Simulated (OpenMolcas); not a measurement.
5d⁶ along the 74-electron sequence

```yaml
Program: OpenMolcas
Method: MS-CASPT2, IPEA 0.25 Eh, imaginary shift 0.1 Eh
Basis: ANO-R2
Scalar_Hamiltonian: X2C, finite nucleus
Spin-orbit_coupling: state interaction with AMFI integrals over the reference wave functions, term energies averaged over their components
```

Active space for each ion: 6 electrons in 5 orbitals (5d); closed shells correlated by CASPT2: 5s 5p.

Computed levels in cm-1 above ⁵D₄:

```
                               Level   Os2+   Ir3+   Au5+
                                 ⁵D₃   4600   5980   9440
                                 ⁵D₁   7100   8970  13330
                                 ⁵D₀   7420   9270  13220
                                 ³G₅  16890  19540  24720
                                 ³H₆  17290  20000  25350
                              ³F₂(1)  20350  23670  30280
                              ¹S₀(1)  22460  27060  36050
                                 ³D₁  24060  28460  37030
                                 ³G₄  25110  29690  38820
weight of ⁵D in the lowest level (%)     86     84     77
```

Mixed levels, with the weight of the term that names them: Os2+ ³G₅ (50 %), Os2+ ¹S₀(1) (60 %), Os2+ ³D₁ (71 %), Os2+ ³G₄ (65 %), Ir3+ ³G₅ (51 %), Ir3+ ³F₂(1) (72 %), Ir3+ ¹S₀(1) (60 %), Ir3+ ³D₁ (71 %), Ir3+ ³G₄ (63 %), Au5+ ⁵D₀ (70 %), Au5+ ³G₅ (53 %), Au5+ ³F₂(1) (61 %), Au5+ ¹S₀(1) (60 %), Au5+ ³D₁ (70 %), Au5+ ³G₄ (53 %).

The fine-structure level ⁵D₀ changes by a factor of 1.78 from Os2+ to Au5+. Its fourth root runs 9.28, 9.81, 10.72, with steps per unit of Z of 0.53, 0.46; equal steps would mean a (Z - σ)^4 law with constant σ.

³G₅ changes by a factor of 1.46 over the same range, with steps per unit of Z of +2650, +2590 cm-1.

CASPT2 does not keep the components of a term degenerate, so their means are used; among the terms shown or strongly mixed into the levels shown the widest spread is 1400 cm-1 (5d⁶ ¹I, Os2+). The CASPT2 spread within a term exceeds the gap to the next term for 5d⁶ ¹G(1) and 5d⁶ ¹I, 5d⁶ ¹I and 5d⁶ ¹S(1), so the order of their levels is uncertain (figures for Os2+; the like holds for Ir3+). Configurations with an s electron lie low in 5d ions of this charge, fall among these levels and mix in, so low-spin terms can stand far too high, up to twice their true height, and weights are not those of the real levels (holds for Os2+). Levels of configurations outside the active space are missing.

A number in round brackets counts repeated terms of one configuration in the order of the reference energies.
